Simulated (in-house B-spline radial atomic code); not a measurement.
**Ionising Sn³⁺ with different functionals**

Computed with a B-spline radial code for spherical atoms: non-relativistic Hamiltonian, point nucleus, spin-polarised at highest spin, spherical fractional occupations for the functionals, the average over the highest-spin determinants for Hartree-Fock. The ionisation energy is the difference of two self-consistent energies, [Kr] 4d10 5s1 → [Kr] 4d10, without Breit or QED terms; ε is the level of the shell that loses the electron (its least bound occupied spin orbital). There is no spin-orbit coupling in this Hamiltonian.

| method | rung | ΔSCF (eV) | -ε(5s) (eV) |
| --- | --- | --- | --- |
| Hartree-Fock | Hartree-Fock | 37.86 | 37.98 |
| HF fractional | Hartree-Fock | 37.86 | 37.98 |
| LDA VWN5 | LDA | 40.24 | 35.53 |
| LDA PW92 | LDA | 40.23 | 35.52 |
| LDA exchange-only | LDA | 39.14 | 34.51 |
| PBE | GGA | ? | ? |
| PBEsol | GGA | 39.79 | 35.16 |
| BLYP | GGA | 40.06 | 35.19 |
| RPBE | GGA | 39.65 | 34.91 |
| PW91 | GGA | 39.94 | 35.22 |
| BP86 | GGA | 39.85 | 35.29 |
| AM05 | GGA | 39.75 | 35.15 |
| OLYP | GGA | 39.53 | 34.75 |
| TPSS | meta-GGA | 39.39 | 34.86 |
| SCAN | meta-GGA | 39.56 | 35.48 |
| r2SCAN | meta-GGA | 39.37 | 35.26 |
| M06-L | meta-GGA | 38.43 | 34.55 |
| revTPSS | meta-GGA | 39.27 | 34.82 |
| PBE0 | global hybrid | 39.47 | 35.99 |
| B3LYP | global hybrid | ? | ? |
| TPSSh | global hybrid | 39.28 | 35.23 |
| M06-2X | global hybrid | 39.23 | 36.71 |
| BHandHLYP | global hybrid | 39.38 | 36.95 |
| r2SCAN0 | global hybrid | 39.22 | 36.18 |
| B97-1 | global hybrid | 39.24 | 35.52 |
| HSE06 | range-separated hybrid | 39.52 | 35.67 |
| wB97X | range-separated hybrid | 38.84 | 38.07 |
| CAM-B3LYP | range-separated hybrid | 39.84 | 37.59 |
| LC-wPBE | range-separated hybrid | 39.31 | 38.67 |

(1) What does B3LYP give?

(2) What does PBE give?

(3) Among the functionals, which spreads more, the ΔSCF values or the orbital energies?

(4) How do they compare with the NIST value?

Answers

(1) ΔSCF 39.91 eV, and -ε(5s) = 36.06 eV.

(2) ΔSCF 39.84 eV, and -ε(5s) = 35.10 eV.

(3) The orbital energies: ΔSCF values span about 1.81 eV and the orbital energies 4.17 eV.

(4) NIST lists 40.74 eV ± 0.04 (measured, ground level to ground level). Errors run from -2.88 to -0.50 eV; LDA VWN5 is closest (-0.50 eV), though others lie within the uncertainty of it, and part of that can be cancellation, since the calculations leave out relativity, Breit-QED terms. Hartree-Fock also lacks correlation.
